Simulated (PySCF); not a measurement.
Job file and geometry (Å, from GFN2-xTB) of an NMR shielding run on SMILES CB(C)BB[SiH2]C(F)(F)F, C$_{3}$H$_{10}$B$_{3}$F$_{3}$Si, GIAO PBE0/pcSseg-1 NMR shielding, non-relativistic, gas phase in PySCF; density fitting, a coarse starting grid and PySCF grid level 2 are the driver's defaults:

```
$ OMP_NUM_THREADS=1 python probes_run.py task.json out

{"job": {"kind": "nmr", "xc": "PBE0", "basis": "pcSseg-1"}, "charge": 0, "multiplicity": 1}
C     -2.926800    -1.264762    -0.450681
B     -1.653965    -0.334902    -0.592487
C     -1.886431     1.228356    -0.488803
B     -0.144955    -0.922115    -0.842742
B      0.835380    -1.104213     0.393275
Si     1.926924     0.408966     1.001345
C      3.304353     0.645063    -0.375110
F      4.022877    -0.481611    -0.591410
F      4.204965     1.609267    -0.100201
F      2.767838     0.969801    -1.575607
H     -2.711730    -2.260752    -0.070563
H     -3.360989    -1.400584    -1.441913
H     -3.708781    -0.826842     0.166737
H     -2.843170     1.541839    -0.902400
H     -1.905523     1.495369     0.568911
H     -1.105685     1.830589    -0.947214
H      0.128738    -1.127968    -1.963653
H      0.918167    -2.089214     1.028863
H      2.774334     0.325690     2.205852
H      1.359305     1.768700     1.032754
```

**Question.** Write the output of this run.

**Answer.** 
```
coarse grid: 17600 points
cycle   1  E = -782.9033181487  dE =  9.199e-01  |g| = 9.271e-01  |ddm| = 3.909e+00
cycle   2  E = -782.7556231353  dE =  1.477e-01  |g| = 1.358e+00  |ddm| = 1.303e+00
cycle   3  E = -783.0678577446  dE = -3.122e-01  |g| = 8.584e-02  |ddm| = 7.709e-01
cycle   4  E = -783.0693517565  dE = -1.494e-03  |g| = 3.700e-02  |ddm| = 1.106e-01
cycle   5  E = -783.0696759359  dE = -3.242e-04  |g| = 5.895e-03  |ddm| = 3.199e-02
cycle   6  E = -783.0696846798  dE = -8.744e-06  |g| = 1.864e-03  |ddm| = 8.469e-03
final grid: 167712 points
cycle   7  E = -783.1414761301  dE = -5.800e-05  |g| = 9.302e-03  |ddm| = 3.156e-02
cycle   8  E = -783.1414675584  dE =  8.572e-06  |g| = 1.159e-02  |ddm| = 1.616e-02
cycle   9  E = -783.1414968487  dE = -2.929e-05  |g| = 9.004e-04  |ddm| = 8.359e-03
cycle  10  E = -783.1414969979  dE = -1.492e-07  |g| = 2.894e-04  |ddm| = 8.804e-04
cycle  11  E = -783.1414970132  dE = -1.523e-08  |g| = 6.872e-05  |ddm| = 2.429e-04
cycle  12  E = -783.1414970143  dE = -1.105e-09  |g| = 2.296e-05  |ddm| = 8.129e-05
cycle  13  E = -783.1414970144  dE = -1.273e-10  |g| = 4.427e-06  |ddm| = 2.839e-05
converged SCF energy = -783.1414970144

GIAO shielding tensors (ppm)
atom      isotropic    diamagn.    paramagn.     s11        s22        s33       span
  0 C      172.111     251.567     -79.456    150.801    177.410    188.120     37.319
  1 B        2.522     194.172    -191.650    -77.176    -33.138    117.880    195.057
  2 C      170.214     254.725     -84.511    146.746    173.881    190.015     43.269
  3 B      -16.994     197.690    -214.684   -132.512     -1.038     82.567    215.078
  4 B       -6.296     202.028    -208.324   -147.264    -14.018    142.394    289.658
  5 Si     427.181     880.260    -453.079    396.360    426.833    458.349     61.990
  6 C       44.146     255.151    -211.006     38.061     40.579     53.797     15.736
  7 F      227.999     473.615    -245.616    129.164    230.717    324.116    194.952
  8 F      229.948     469.195    -239.247    133.490    233.066    323.286    189.796
  9 F      235.463     478.565    -243.102    130.153    246.458    329.778    199.624
 10 H       30.139      31.015      -0.875     26.705     28.309     35.403      8.698
 11 H       30.925      28.538       2.387     27.123     28.812     36.840      9.717
 12 H       30.682      29.890       0.792     27.196     29.810     35.039      7.843
 13 H       30.516      30.319       0.197     26.670     29.319     35.558      8.888
 14 H       31.268      32.538      -1.270     26.821     30.622     36.361      9.539
 15 H       29.897      33.584      -3.687     26.367     28.639     34.686      8.319
 16 H       19.764      30.412     -10.648      4.931     24.096     30.266     25.336
 17 H       19.976      30.685     -10.709      6.112     25.203     28.613     22.500
 18 H       27.375      28.214      -0.839     24.144     25.739     32.243      8.098
 19 H       27.069      29.862      -2.792     25.060     25.429     30.720      5.660
```

Size and cost of the density-fitted run: 227 basis functions, 110 s wall time on 1 thread of an Arm Neoverse N1, shared host; peak memory 1.1 GiB.
